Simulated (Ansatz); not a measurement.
The lowest doublet and quartet of HSi (SMILES [SiH]); geometries from B3LYP-D3(BJ)/def2-TZVP, each state relaxed from the structure named, with no frequency check.
Doublet (charge 0, multiplicity 2):
```xyz
2

Si     0.00000     0.00000    -0.10197
H      0.00000     0.00000     1.42756
```
Quartet (charge 0, multiplicity 4):
```xyz
2

Si     0.0000     0.0000    -0.1004
H      0.0000     0.0000     1.4055
```

A positive gap puts the quartet lower; no zero-point energy. U- takes an unrestricted doublet. The quartet is unrestricted in single-reference levels. Active spaces average the two states.

Correlated levels freeze the cores.

The values were computed with Ansatz (Gaussian basis) for Hartree–Fock, density functionals and correlated methods. Each number belongs to the level named beside it.

```csv
level,"gap E(doublet) − E(quartet), adiabatic (kcal/mol)"
U-SVWN5/def2-TZVPP,-38.44
U-SCS-MP2/cc-pV(T+d)Z,-40.62
U-CCSD/cc-pV(T+d)Z,-38.08
U-CCSD(T)/cc-pV(D+d)Z,-36.32
U-CCSDT/cc-pV(D+d)Z,-36.29
U-CCSDT(Q)/cc-pV(Q+d)Z,-38.54
"SA-CASSCF(5,5)/cc-pV(Q+d)Z",?
"SC-NEVPT2 on SA-CASSCF(5,5)/cc-pV(T+d)Z",-37.78
"FIC-MRCISD+Q on SA-CASSCF(5,5)/cc-pV(Q+d)Z",-39.85
```

### Question
Complete the blanks.

### Answer

- SA-CASSCF(5,5)/cc-pV(Q+d)Z, gap E(doublet) − E(quartet), adiabatic (kcal/mol): -28.50

Ansatz is an electronic-structure program.
